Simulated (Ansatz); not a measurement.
A short molecular-dynamics run on C$_{2}$H$_{3}$NOSe.

```yaml
crystal:
  periodic: [false, false, false]
  atoms:
    - {symbol: N, position_ang: [-1.061919, 0.864385, -0.301881]}
    - {symbol: C, position_ang: [-0.509227, -0.293808, -0.442180]}
    - {symbol: C, position_ang: [0.827700, -0.459356, 0.033192]}
    - {symbol: O, position_ang: [1.021962, -1.461222, 0.887660]}
    - {symbol: Se, position_ang: [2.168018, 0.517534, -0.623691]}
    - {symbol: H, position_ang: [-0.563465, 1.664035, 0.093738]}
    - {symbol: H, position_ang: [-1.973347, 1.048243, -0.694012]}
    - {symbol: H, position_ang: [0.182678, -1.936913, 0.991272]}
basis:
  gaussian: {orbitals: "6-31G*"}
magnetization: {spin_polarized: true, initial_magnetization: 0}
hamiltonian: {xc: {name: revPBE}}
md: {timestep: 1 fs, n_steps: 20, ensemble: nvt_nose_hoover, temperature: 300, initial_velocities: maxwell_boltzmann, seed: 890}
```

```sh
$ ansatz run in.yaml --threads 4 --pin off --events-out ev --progress --plain --max-ram 10444MiB
```

| step | time (fs) | potential energy (eV) | kinetic (eV) | T (K) | conserved (eV) |
| --- | --- | --- | --- | --- | --- |
| 0 | 0.0 | -70992.2621 | 0.2327 | 300 | -70992.0294 |
| 1 | 1.0 | -70992.2418 | 0.2136 | 275 | -70992.0282 |
| 2 | 2.0 | -70992.1927 | 0.1668 | 215 | -70992.0258 |
| 3 | 3.0 | -70992.1503 | 0.1259 | 162 | -70992.0244 |
| 4 | 4.0 | -70992.1369 | 0.1122 | 145 | -70992.0248 |
| 5 | 5.0 | -70992.1450 | 0.1178 | 152 | -70992.0273 |
| 6 | 6.0 | -70992.1398 | 0.1114 | 144 | -70992.0285 |
| 7 | 7.0 | -70992.1095 | 0.0846 | 109 | -70992.0250 |
| 8 | 8.0 | -70992.1037 | 0.0803 | 104 | -70992.0236 |
| 9 | 9.0 | -70992.1416 | 0.1144 | 148 | -70992.0275 |
| 10 | 10.0 | -70992.1706 | 0.1425 | 184 | -70992.0285 |
| 11 | 11.0 | -70992.1704 | 0.1443 | 186 | -70992.0267 |
| 12 | 12.0 | -70992.1644 | 0.1398 | 180 | -70992.0253 |
| 13 | 13.0 | -70992.1739 | 0.1496 | 193 | -70992.0251 |
| 14 | 14.0 | -70992.2001 | 0.1744 | 225 | -70992.0267 |
| 15 | 15.0 | -70992.2186 | 0.1911 | 246 | -70992.0287 |
| 16 | 16.0 | -70992.2050 | 0.1794 | 231 | -70992.0270 |
| 17 | 17.0 | -70992.1859 | 0.1635 | 211 | -70992.0241 |
| 18 | 18.0 | -70992.1991 | 0.1742 | 225 | -70992.0268 |
| 19 | 19.0 | -70992.2104 | 0.1838 | 237 | -70992.0288 |
| 20 | 20.0 | -70992.1895 | 0.1652 | 213 | -70992.0267 |

Velocities are drawn at the set temperature; a run this short doesn't reach equilibrium.

Frames (Å, forces in eV/Å):

```xyz
8
time=0.0 fs
N    -1.062    0.864   -0.302   -0.403    0.512    0.142
C    -0.509   -0.294   -0.442    0.175   -1.158   -0.300
C     0.828   -0.459    0.033   -0.587    0.291   -0.251
O     1.022   -1.461    0.888    1.078   -0.599    0.744
Se    2.168    0.518   -0.624    0.869    0.525   -0.389
H    -0.563    1.664    0.094    0.182    0.589    0.226
H    -1.973    1.048   -0.694   -0.543    0.222   -0.240
H     0.183   -1.937    0.991   -0.772   -0.380    0.067
8
time=1.0 fs
N    -1.051    0.857   -0.301   -1.980    1.424   -0.309
C    -0.507   -0.294   -0.439    0.126   -1.453   -0.417
C     0.821   -0.454    0.033   -0.147    0.093   -0.164
O     1.019   -1.459    0.886    1.032   -0.589    0.758
Se    2.168    0.517   -0.624    0.836    0.526   -0.367
H    -0.565    1.671    0.093    0.173    0.403    0.174
H    -1.996    1.052   -0.699    0.684   -0.057    0.268
H     0.184   -1.945    0.980   -0.724   -0.347    0.056
8
time=2.0 fs
N    -1.042    0.851   -0.300   -2.935    2.267   -0.488
C    -0.505   -0.296   -0.435   -0.014   -1.619   -0.533
C     0.814   -0.448    0.032    0.333   -0.141   -0.042
O     1.017   -1.457    0.884    0.666   -0.739    0.782
Se    2.168    0.518   -0.624    0.795    0.523   -0.340
H    -0.564    1.681    0.094    0.087    0.074    0.053
H    -2.012    1.055   -0.701    1.427   -0.245    0.558
H     0.178   -1.957    0.970   -0.359   -0.120    0.011
8
time=3.0 fs
N    -1.035    0.846   -0.300   -3.274    2.870   -0.454
C    -0.503   -0.299   -0.432   -0.242   -1.632   -0.641
C     0.807   -0.443    0.032    0.825   -0.392    0.105
O     1.015   -1.455    0.883    0.195   -0.941    0.790
Se    2.167    0.518   -0.624    0.749    0.519   -0.314
H    -0.563    1.692    0.096   -0.003   -0.274   -0.074
H    -2.014    1.056   -0.698    1.639   -0.328    0.624
H     0.168   -1.970    0.959    0.111    0.179   -0.035
8
time=4.0 fs
N    -1.030    0.844   -0.300   -3.056    3.101   -0.275
C    -0.501   -0.303   -0.430   -0.541   -1.485   -0.734
C     0.801   -0.437    0.031    1.295   -0.635    0.262
O     1.013   -1.454    0.882   -0.173   -1.078    0.767
Se    2.167    0.518   -0.624    0.704    0.513   -0.289
H    -0.561    1.701    0.097   -0.045   -0.530   -0.158
H    -2.001    1.054   -0.690    1.342   -0.303    0.485
H     0.160   -1.981    0.949    0.475    0.416   -0.058
8
time=5.0 fs
N    -1.027    0.843   -0.300   -2.273    2.884    0.031
C    -0.499   -0.309   -0.428   -0.881   -1.185   -0.802
C     0.797   -0.433    0.031    1.706   -0.850    0.412
O     1.011   -1.453    0.882   -0.331   -1.084    0.714
Se    2.168    0.518   -0.624    0.661    0.508   -0.269
H    -0.560    1.705    0.096   -0.020   -0.630   -0.176
H    -1.975    1.048   -0.676    0.512   -0.157    0.142
H     0.156   -1.988    0.937    0.625    0.515   -0.052
8
time=6.0 fs
N    -1.026    0.845   -0.300   -1.004    2.235    0.430
C    -0.498   -0.315   -0.427   -1.219   -0.767   -0.839
C     0.793   -0.429    0.031    2.020   -1.023    0.536
O     1.009   -1.453    0.882   -0.246   -0.944    0.644
Se    2.168    0.518   -0.624    0.626    0.503   -0.255
H    -0.559    1.702    0.094    0.068   -0.553   -0.124
H    -1.944    1.042   -0.661   -0.776    0.100   -0.371
H     0.158   -1.990    0.925    0.531    0.449   -0.022
8
time=7.0 fs
N    -1.025    0.848   -0.300    0.225    1.322    0.733
C    -0.498   -0.322   -0.426   -1.502   -0.288   -0.838
C     0.791   -0.425    0.032    2.202   -1.146    0.617
O     1.007   -1.454    0.883    0.061   -0.672    0.573
Se    2.168    0.519   -0.625    0.602    0.501   -0.244
H    -0.558    1.694    0.090    0.207   -0.312   -0.014
H    -1.920    1.036   -0.650   -2.009    0.363   -0.847
H     0.165   -1.988    0.913    0.215    0.232    0.019
8
time=8.0 fs
N    -1.025    0.852   -0.300    0.503    0.446    0.622
C    -0.500   -0.329   -0.427   -1.683    0.188   -0.796
C     0.791   -0.423    0.033    2.230   -1.219    0.644
O     1.005   -1.455    0.884    0.502   -0.329    0.513
Se    2.168    0.519   -0.625    0.590    0.500   -0.234
H    -0.554    1.683    0.087    0.366    0.039    0.128
H    -1.916    1.034   -0.646   -2.274    0.451   -0.934
H     0.175   -1.983    0.902   -0.233   -0.076    0.058
8
time=9.0 fs
N    -1.023    0.856   -0.298   -0.388   -0.192    0.059
C    -0.502   -0.337   -0.427   -1.739    0.620   -0.713
C     0.793   -0.422    0.034    2.097   -1.248    0.611
O     1.003   -1.456    0.885    0.894   -0.036    0.476
Se    2.169    0.519   -0.625    0.592    0.503   -0.223
H    -0.548    1.673    0.084    0.482    0.376    0.244
H    -1.933    1.036   -0.652   -1.313    0.324   -0.535
H     0.182   -1.980    0.890   -0.624   -0.346    0.082
8
time=10.0 fs
N    -1.023    0.860   -0.297   -1.585   -0.565   -0.571
C    -0.506   -0.343   -0.429   -1.670    0.991   -0.594
C     0.796   -0.422    0.036    1.811   -1.241    0.523
O     1.002   -1.458    0.887    1.025    0.063    0.460
Se    2.169    0.520   -0.626    0.603    0.507   -0.209
H    -0.536    1.666    0.084    0.471    0.540    0.263
H    -1.963    1.041   -0.663    0.089    0.136    0.037
H     0.183   -1.979    0.880   -0.744   -0.433    0.091
8
time=11.0 fs
N    -1.023    0.864   -0.297   -2.292   -0.682   -0.930
C    -0.512   -0.349   -0.431   -1.492    1.288   -0.448
C     0.801   -0.422    0.039    1.399   -1.203    0.389
O     1.001   -1.459    0.888    0.818   -0.078    0.449
Se    2.170    0.521   -0.626    0.620    0.513   -0.192
H    -0.520    1.665    0.087    0.290    0.439    0.151
H    -1.993    1.047   -0.673    1.172    0.009    0.483
H     0.177   -1.983    0.870   -0.517   -0.284    0.098
8
time=12.0 fs
N    -1.025    0.867   -0.297   -2.331   -0.612   -0.964
C    -0.518   -0.354   -0.433   -1.226    1.495   -0.286
C     0.806   -0.424    0.041    0.905   -1.140    0.226
O     1.001   -1.460    0.890    0.410   -0.366    0.432
Se    2.170    0.521   -0.626    0.638    0.517   -0.173
H    -0.501    1.667    0.090   -0.013    0.139   -0.054
H    -2.011    1.054   -0.679    1.700   -0.039    0.707
H     0.166   -1.990    0.861   -0.082    0.006    0.112
8
time=13.0 fs
N    -1.028    0.870   -0.297   -1.819   -0.493   -0.755
C    -0.526   -0.358   -0.435   -0.903    1.607   -0.120
C     0.813   -0.426    0.044    0.378   -1.050    0.047
O     1.001   -1.462    0.893    0.013   -0.653    0.404
Se    2.171    0.522   -0.627    0.652    0.516   -0.152
H    -0.482    1.671    0.094   -0.332   -0.199   -0.268
H    -2.012    1.060   -0.678    1.674   -0.015    0.709
H     0.154   -1.996    0.854    0.338    0.287    0.135
8
time=14.0 fs
N    -1.033    0.872   -0.298   -0.856   -0.466   -0.376
C    -0.534   -0.360   -0.438   -0.553    1.625    0.040
C     0.820   -0.430    0.047   -0.136   -0.930   -0.133
O     1.001   -1.464    0.895   -0.225   -0.836    0.371
Se    2.172    0.523   -0.627    0.657    0.506   -0.130
H    -0.467    1.673    0.095   -0.571   -0.441   -0.419
H    -1.998    1.066   -0.671    1.094    0.086    0.488
H     0.146   -2.000    0.847    0.591    0.454    0.160
8
time=15.0 fs
N    -1.038    0.875   -0.300    0.478   -0.617    0.124
C    -0.543   -0.361   -0.441   -0.204    1.556    0.184
C     0.827   -0.434    0.050   -0.601   -0.775   -0.308
O     1.000   -1.466    0.898   -0.249   -0.872    0.339
Se    2.173    0.524   -0.628    0.651    0.484   -0.108
H    -0.457    1.671    0.091   -0.672   -0.515   -0.469
H    -1.973    1.073   -0.658   -0.017    0.277    0.055
H     0.143   -1.999    0.843    0.615    0.462    0.182
8
time=16.0 fs
N    -1.043    0.876   -0.301    1.837   -0.931    0.609
C    -0.552   -0.361   -0.443    0.122    1.405    0.306
C     0.833   -0.439    0.053   -0.992   -0.588   -0.468
O     1.000   -1.469    0.901   -0.058   -0.758    0.313
Se    2.174    0.524   -0.628    0.632    0.447   -0.085
H    -0.453    1.664    0.084   -0.604   -0.398   -0.405
H    -1.948    1.082   -0.645   -1.344    0.512   -0.464
H     0.146   -1.994    0.839    0.407    0.311    0.195
8
time=17.0 fs
N    -1.047    0.877   -0.302    2.406   -1.233    0.773
C    -0.561   -0.359   -0.445    0.416    1.174    0.402
C     0.839   -0.444    0.055   -1.296   -0.380   -0.607
O     1.000   -1.473    0.905    0.299   -0.523    0.289
Se    2.175    0.525   -0.629    0.601    0.397   -0.061
H    -0.455    1.653    0.072   -0.362   -0.093   -0.232
H    -1.936    1.097   -0.637   -2.081    0.621   -0.762
H     0.153   -1.986    0.838    0.017    0.038    0.198
8
time=18.0 fs
N    -1.049    0.878   -0.302    1.614   -1.297    0.424
C    -0.569   -0.357   -0.447    0.676    0.874    0.475
C     0.843   -0.450    0.057   -1.511   -0.169   -0.722
O     1.000   -1.477    0.908    0.696   -0.244    0.258
Se    2.176    0.526   -0.629    0.557    0.334   -0.031
H    -0.461    1.641    0.058    0.005    0.338    0.010
H    -1.945    1.117   -0.636   -1.612    0.429   -0.607
H     0.160   -1.978    0.839   -0.425   -0.264    0.193
8
time=19.0 fs
N    -1.050    0.877   -0.302    0.046   -1.060   -0.180
C    -0.577   -0.354   -0.448    0.900    0.533    0.528
C     0.847   -0.455    0.058   -1.645    0.023   -0.806
O     1.000   -1.481    0.911    0.927   -0.044    0.204
Se    2.177    0.527   -0.629    0.499    0.261    0.004
H    -0.466    1.632    0.044    0.360    0.740    0.231
H    -1.968    1.141   -0.640   -0.379    0.007   -0.174
H     0.163   -1.972    0.841   -0.708   -0.460    0.194
8
time=20.0 fs
N    -1.051    0.876   -0.302   -1.252   -0.550   -0.622
C    -0.585   -0.351   -0.449    1.086    0.186    0.566
C     0.849   -0.461    0.059   -1.711    0.180   -0.857
O     1.001   -1.485    0.915    0.827   -0.016    0.111
Se    2.178    0.529   -0.630    0.425    0.181    0.045
H    -0.469    1.630    0.033    0.519    0.888    0.325
H    -1.995    1.166   -0.646    0.768   -0.422    0.223
H     0.159   -1.970    0.846   -0.662   -0.447    0.210
```

Hardware: 4 threads of an AMD EPYC 9R45 on a shared host. Wall time 13 s, peak host memory 0.25 GiB.
